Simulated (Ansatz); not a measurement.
The cluster Si₅H₃⁺. Charge 1, multiplicity 3. Geometry PBE-D4/def2-SVP, that of the charge +1 singlet; atoms count from 1.

```xyz
8

Si   -1.4658   -0.1576   -0.0840
Si    2.0572   -1.0671    0.8919
Si   -0.6781   -1.7955   -1.5550
Si    0.9018   -0.0845   -0.9504
Si    0.1906    0.2337    1.4464
H    -2.6900    0.7105   -0.2109
H     1.5604    0.7932   -1.9745
H     0.1240    1.3673    2.4366
```

At PBE0-D4/def2-TZVP a singlet of charge 1 lies 1.42 eV below the triplet at the same geometry. The structure comes from a short search, and lower isomers may exist.

(1) Estimate the Mulliken populations from the PBE0/def2-TZVP orbitals of Ansatz.

(2) Where does the spin sit?

(3) And the Mayer bond orders between bonded heavy atoms (over 0.3)?

Results:

(1) 
```
atom  charge (e)  spin (α − β)
 Si1        0.16          0.23
 Si2        0.25          0.28
 Si3        0.16          1.07
 Si4        0.03          0.16
 Si5        0.13          0.22
  H6        0.08          0.01
  H7        0.08          0.01
  H8        0.09          0.02
```
Mulliken values and Mayer orders depend strongly on the basis.

(2) Summed by element: Si 1.96, H 0.04, of 2 unpaired in all. Largest on single atoms: Si3 1.07, Si2 0.28, Si1 0.23.

(3) Si1–Si3 1.04 (2.34 Å); Si1–Si4 0.62 (2.52 Å); Si1–Si5 0.99 (2.29 Å); Si2–Si4 0.93 (2.39 Å); Si2–Si5 1.00 (2.34 Å); Si3–Si4 0.94 (2.41 Å); Si4–Si5 0.61 (2.52 Å). Values over 0.3 also appear between atoms too far apart for a bond (Si2–Si3 0.32 at 3.74 Å); they arise where an orbital or an unpaired electron spreads over both atoms.
